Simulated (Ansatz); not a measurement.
Geometry optimisation, RKS revPBE-D4/def2-SVP (Ansatz).

input.yaml

```yaml
crystal:
  periodic: [false, false, false]
  atoms:
    - { symbol: Li, position_ang: [-1.62729, -1.31566, 2.02771] }
    - { symbol: Si, position_ang: [-0.57529, 0.32856, 0.56394] }
    - { symbol: C, position_ang: [-0.10384, 1.82706, -0.23972] }
    - { symbol: C, position_ang: [0.40696, -1.13897, -0.222] }
    - { symbol: H, position_ang: [-0.52463, 2.78352, 0.02754] }
    - { symbol: H, position_ang: [0.62114, 1.8717, -1.04046] }
    - { symbol: H, position_ang: [1.00461, -1.64882, 0.54144] }
    - { symbol: H, position_ang: [1.08152, -0.83033, -1.01343] }
    - { symbol: H, position_ang: [-0.28318, -1.87705, -0.64502] }
basis:
  gaussian: { orbitals: def2-SVP }
hamiltonian:
  xc: revpbe
  dispersion: d4
relax:
  f_tol: 0.015
  max_steps: 40
```

Launched with:

```bash
$ ansatz run input.yaml --threads 1 --pin off --max-ram 2048MiB --backend cpu --events-out ev --progress --plain --runs-dir out
```

Problem. Where does it end, and by what steps?

Solution. The forces met the threshold. After 12 steps the energy has fallen by 0.322 eV; Li1 moved furthest, 1.20 Å.

```tsv
step	energy less start (eV)	largest force component (eV/Å)	accepted
0	0.0000	0.966	yes
1	-0.1179	0.309	yes
2	-0.1834	0.180	yes
3	-0.2255	0.285	yes
4	-0.2735	0.340	yes
5	-0.3055	0.111	yes
6	-0.3149	0.276	yes
7	-0.3175	0.146	yes
8	-0.3215	0.059	yes
9	-0.3219	0.017	yes
10	-0.3219	0.017	yes
11	-0.3218	0.012	no
12	-0.3219	0.004	yes
```

```xyz
9
Properties=species:S:1:pos:R:3
Li -2.106 -0.255 2.337
Si -0.492 0.030 0.528
C -0.211 1.652 -0.089
C 0.594 -1.261 -0.403
H -0.738 2.537 0.314
H 0.499 1.887 -0.905
H 1.275 -1.793 0.295
H 1.211 -0.762 -1.179
H -0.033 -2.034 -0.897
```

Whether the end is a true minimum wasn't checked by a vibrational analysis.

The run took 35 s on 1 thread of Arm Neoverse V2, with other jobs on the host, peak memory 0.13 GiB.
